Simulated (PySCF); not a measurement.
r2SCAN on P+ (phosphorus, charge +1), [Ne] 3s2 3p1 4s1, high-spin 3P determinant (an excited configuration). Computed with PySCF 2.14 in aug-cc-pCVTZ-DK (8s7p5d3f, 75 functions), with scalar relativity by spin-free X2C-1e.

```
cycle= 1 E= -341.27333924435  delta_E= -0.00919  |g|= 0.0198  |ddm|= 0.447
cycle= 2 E= -341.276030262858  delta_E= -0.00269  |g|= 0.0126  |ddm|= 0.387
cycle= 3 E= -341.27714921752  delta_E= -0.00112  |g|= 0.00693  |ddm|= 0.273
cycle= 4 E= -341.277490637366  delta_E= -0.000341  |g|= 0.00208  |ddm|= 0.197
cycle= 5 E= -341.277507973128  delta_E= -1.73e-05  |g|= 0.00075  |ddm|= 0.0346
cycle= 6 E= -341.277511223584  delta_E= -3.25e-06  |g|= 8e-05  |ddm|= 0.0247
cycle= 7 E= -341.277511234013  delta_E= -1.04e-08  |g|= 1.69e-05  |ddm|= 0.00159
cycle= 8 E= -341.277511234721  delta_E= -7.08e-10  |g|= 2.66e-06  |ddm|= 0.00037
converged SCF energy = -341.277511234721  <S^2> = 2.008078  2S+1 = 3.0053805
```

Highest occupied orbital energy: -7.090 eV; ⟨L²⟩ = 3.81; populations by l: s 6.70, p 7.00, d 0.30, f 0.00.

Q: Can this result be used?

A: Not for this state. The run converged. ⟨L²⟩ = 3.81 against 2 for a pure P term, so this real determinant mixes terms. The outer electron is Rydberg-like, and this basis confines it to a smaller radius and binds it less than a complete one would. The s, p, d and f populations moved away from the nominal configuration during the SCF.
